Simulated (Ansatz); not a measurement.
This geometry of C$_{3}$H$_{9}$AlSi (14 atoms, charge 0, multiplicity 1) is a first-order saddle point.

Computed with Ansatz 0.2.0, RKS r2SCAN-D4/STO-3G.

```xyz
14
Properties=species:S:1:pos:R:3
C -1.669 -0.600 1.188
C -0.461 -0.567 0.597
Al 1.059 -1.090 1.617
Si -0.347 -0.006 -1.182
C 0.825 1.462 -1.340
H -1.813 -0.918 2.233
H -2.611 -0.318 0.689
H 2.419 -1.087 0.980
H 0.856 -1.495 3.049
H 0.162 -1.091 -1.997
H -1.655 0.357 -1.690
H 1.673 1.232 -1.994
H 0.316 2.338 -1.756
H 1.234 1.755 -0.366
```

**Question.** Which two structures does it join? (They come from a converged band through this point; their orientation in space is the band's.)

**Answer.** No bond is made or broken. The dihedral C2–Si4–C5–H14 goes from -61 to 59°. The two ends are copies of one structure, up to a mirror image or an exchange of like atoms.

Image 0:

```xyz
14
Properties=species:S:1:pos:R:3
C -1.617 -0.559 1.258
C -0.443 -0.572 0.603
Al 1.103 -1.189 1.526
Si -0.398 0.030 -1.165
C 0.787 1.477 -1.333
H -1.723 -0.895 2.302
H -2.569 -0.218 0.817
H 2.429 -1.217 0.819
H 0.957 -1.634 2.953
H 0.066 -1.035 -2.033
H -1.717 0.433 -1.611
H 1.801 1.197 -1.027
H 0.839 1.829 -2.369
H 0.473 2.324 -0.712
```

Image 8:

```xyz
14
Properties=species:S:1:pos:R:3
C -1.658 -0.566 1.206
C -0.456 -0.560 0.603
Al 1.063 -1.096 1.618
Si -0.349 -0.018 -1.182
C 0.812 1.448 -1.352
H -1.798 -0.870 2.256
H -2.601 -0.274 0.713
H 2.417 -1.127 0.969
H 0.865 -1.479 3.056
H 0.174 -1.102 -1.991
H -1.656 0.340 -1.696
H 0.902 1.761 -2.398
H 0.455 2.310 -0.779
H 1.817 1.202 -0.993
```

**Question.** How far does it lie above each of them?

**Answer.** 0.056 eV above the first and 0.056 eV above the second. This is the barrier of this one path; another mechanism may lie lower. Limits of this set-up: minimal basis.

The run took 7.8 min on 1 thread of AMD EPYC 7R13 Processor (Zen 3), with other jobs on the host, peak memory 0.15 GiB.
